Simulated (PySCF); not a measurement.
Electrostatic solvation of a mixed set.

Level: CAM-B3LYP/def2-SVPD in PySCF, non-relativistic, each on one gas-phase PBE0-D3(BJ)/def2-SVP geometry that isn't relaxed in the solvent. The solvent is an IEF-PCM continuum (cavity from Bondi-type radii × 1.2). Only the electrostatic response of the medium enters. Spin–orbit coupling is left out although an atom past zinc is present.

**Question.** Order them by E(solvent) − E(gas) in dimethylsulfoxide (ε = 46.83), most negative first (kcal/mol).
A. `[cH:1]1[cH:2][cH:3][c:4]([CH:5]2[CH2:6][CH2:7]2)[cH:8][cH:9]1` with C3–C4–C5–C6 -145°
B. `[H]/[N:1]=[CH:2]\[C:3]1=[CH:4][CH:5]=[CH:6][C:7]12[CH2:8][CH2:9]2` with N1–C2–C3–C4 1°
C. difluorogermane, `[F][GeH2][F]`

**Answer.** B (-8.0), C (-4.7), A (-3.4).

```
               SMILES  charge  ΔE (kcal/mol)  polarisation term (kcal/mol)  HOMO shift (eV)  dipole gas (D)  dipole solvent (D)  atoms  lowest singlet, gas (eV)  lowest singlet, solvent (eV)
[H]/N=C\C1=CC=CC12CC2       0           -8.0                          -9.6            +0.03            3.35                4.53     18                      4.21                          4.10
         [F][GeH2][F]       0           -4.7                          -5.5            +0.34            2.85                3.49      5                      8.28                          8.29
      c1ccc(C2CC2)cc1       0           -3.4                          -3.9            -0.04            0.55                0.77     19                      5.30                          5.29
```

The polarisation term is half the interaction of the solute with the induced surface charges. Singlets are vertical TDDFT energies (frozen core, non-equilibrium response), the lowest in each medium.
